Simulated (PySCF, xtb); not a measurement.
CH₉OSbSi₂, SMILES C[O][Sb]([SiH3])[SiH3].

GFN2-xTB in xtb at its own geometry gives an orbital gap of 3.28 eV and a dipole moment of 1.76 D.

Geometry optimised at r2SCAN-D4/def2-SVP. The def2 effective core potentials stand for the cores of Sb; spin–orbit coupling is left out. The values are those of a single conformer.

What does ωB97X/def2-TZVP run with PySCF give? (The exact figures need the calculation; the answer reports its results.)

gap 9.16 eV (levels -8.84 and 0.32 eV), dipole 1.25 D.
